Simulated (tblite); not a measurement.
Isomers of C2H7F4PSi2. Level: GFN2-xTB in tblite, geometry and Hessian alike; calculated harmonic values, unscaled, isolated species. Against measured fundamentals such values can be off by several per cent, at times by over 20. Modes of hydrogen on phosphorus and silicon can be 10 to 20 % off. One conformer each.

Electronic energies: GFN2-xTB at the same geometries; isomer energies are rough at this level and their order can be wrong.

```
                        SMILES  electronic energy, lowest = 0 (kcal/mol)
    F[Si@@H](CC(F)(F)F)[SiH2]P                                      10.6
    F[Si@@H](CC(F)(F)F)P[SiH3]                                       0.0
F[C@@H]([SiH2]P[SiH3])C(F)(F)F                                      45.9
```

**Question.** How do GFN2-xTB zero-point energies change the relative energies?

**Answer.** 
| SMILES | ZPE (kcal/mol) | of it from modes above 1550 cm⁻¹ | electronic (kcal/mol) | with ZPE, lowest = 0 (kcal/mol) | lowest mode (cm⁻¹) | rings |
| --- | --- | --- | --- | --- | --- | --- |
| F[Si@@H](CC(F)(F)F)P[SiH3] | 53.8 | 24.9 | 0.0 | 0.0 | 23 | 0 |
| F[Si@@H](CC(F)(F)F)[SiH2]P | 54.0 | 24.9 | 10.6 | 10.7 | 24 | 0 |
| F[C@@H]([SiH2]P[SiH3])C(F)(F)F | 52.1 | 23.8 | 45.9 | 44.2 | 30 | 0 |

The zero-point energies span 1.9 kcal/mol, from `F[C@@H]([SiH2]P[SiH3])C(F)(F)F` to `F[Si@@H](CC(F)(F)F)[SiH2]P`. The order is unchanged.
